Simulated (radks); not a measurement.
Isoelectronic series with 14 electrons, all held in the configuration [Ne] 3s2 3p2, which need not be the ground one along the series. Method: scalar-relativistic Kohn-Sham, LDA (Slater exchange, Perdew-Wang correlation), spin-polarised, spherical densities, point nucleus; open shells are filled with parallel spins first; computed with a radial shooting solver on a logarithmic mesh with Libxc functionals. Total energies (hartree) and mean radii <r> (bohr):

| ion | E (hartree) | 3p up | 3s down | 3s up | 2p down |
|---|---|---|---|---|---|
| Si | -288.84566 | 2.744 | 2.173 | 2.153 | 0.5384 |
| P+ | -340.46083 | 2.112 | 1.828 | 1.812 | 0.4856 |
| S2+ | -396.61518 | 1.751 | 1.584 | 1.572 | 0.4422 |
| Cl3+ | -457.30323 | 1.507 | 1.401 | 1.392 | 0.4060 |
| Ar4+ | -522.52639 | 1.328 | 1.258 | 1.251 | 0.3752 |
| K5+ | -592.28968 | 1.189 | 1.143 | 1.137 | 0.3488 |
| Ca6+ | -666.60044 | 1.079 | 1.049 | 1.043 | 0.3258 |
| Sc7+ | -745.46764 | 0.9877 | 0.9688 | 0.9644 | 0.3057 |
